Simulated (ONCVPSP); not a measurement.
**u(r) = r·R(r): atom against pseudo-atom (Ga)**

Columns: radius, all-electron u(r) and pseudo u(r) of the 3d shell (level -22.99 eV) of gallium in the configuration [Ne] 3s2 3p6 3d10 4s2 4p0.5; PBE, scalar-relativistic, ONCV scheme, ONCVPSP 4.0.1.

```
r (bohr)  all-electron  pseudo
   0.065        0.0545  0.0202
   0.130        0.2443  0.1391
   0.195        0.4893  0.3753
   0.260        0.7158  0.6602
   0.325        0.8905  0.9008
   0.390        1.0078  1.0470
   0.455        1.0731  1.1062
   0.520        1.0965  1.1126
   0.585        1.0890  1.0935
   0.650        1.0603  1.0608
   0.715        1.0180  1.0180
   0.780        0.9676  0.9675
   0.845        0.9130  0.9129
   0.910        0.8568  0.8568
   0.975        0.8009  0.8009
   1.040        0.7465  0.7465
   1.105        0.6942  0.6942
   1.170        0.6444  0.6444
   1.235        0.5974  0.5975
   1.300        0.5534  0.5534
   1.365        0.5122  0.5122
   1.430        0.4738  0.4738
   1.495        0.4381  0.4381
   1.560        0.4050  0.4051
   1.625        0.3743  0.3743
   1.690        0.3459  0.3459
```

Q: How many radial nodes do the two functions have?

A: The all-electron 3d function has n − l − 1 = 0; the pseudo-wave has 0.

Q: At about which radius was the pseudo-wave matched?

A: 0.75 bohr. The columns agree to 0.0005 from 0.65 bohr on; several derivatives are matched, so the curves merge somewhat inside the radius.

Q: Is the pseudo-wave norm-conserving?

A: Yes: the ONCV scheme keeps the norm inside the radius equal to the all-electron one, which fixes the energy derivative of the logarithmic derivative at the level.
